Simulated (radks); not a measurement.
Results of a calculation; reference values are marked as such.
Species: Zr I. Configuration: [Kr] 4d2 4f2 (not the ground configuration). Code: a radial shooting solver on a logarithmic mesh with Libxc functionals. Model: Dirac Kohn-Sham, PW91, spin-unpolarised, spherical densities, finite nucleus; open shells fill j = l - 1/2 first; Fermi nuclear charge, rms radius 4.2694 fm.

Normalised radial functions P(r) = r R(r) (large component), r in bohr:

```
   r/bohr * 3d3/2, o 4d3/2, + 4f5/2 (the largest magnitude, 1.49, reaches the edge; | marks zero, & curves that meet)
 0.005362                             &
 0.007444                             &
  0.01033                             &
  0.01423                             &
  0.01975                             &
   0.0272                             &
  0.03776                             &*
  0.05201                             & *
  0.07219                             +o  *
  0.09942                             + o    *
    0.138                             +  o         *
   0.1901                             +    o             *
   0.2638                             +     o                  *
   0.3634                             +    o                     *
   0.5044                             + o                    *
   0.7002                          o  +              *
   0.9643                    o        +      *
    1.339                o            + *
    1.843                o            *+
    2.559                   o         *+
    3.524                        o    * +
    4.892                           o *  +
    6.737                             &    +
    9.352                             &     +
    12.88                             &    +
    17.88                             & +
    24.62                             &+
    34.18                             &
```

3d3/2: eigenvalue -184.81 eV, 0 radial nodes, <r> = 0.450 bohr, 90 % of the charge inside 0.725 bohr. 4d3/2: eigenvalue -11.498 eV, 1 radial node at r = 0.578 bohr, <r> = 2.01 bohr, 90 % of the charge inside 3.18 bohr. 4f5/2: eigenvalue -0.620 eV, 0 radial nodes, <r> = 10.5 bohr, 90 % of the charge inside 15.5 bohr.
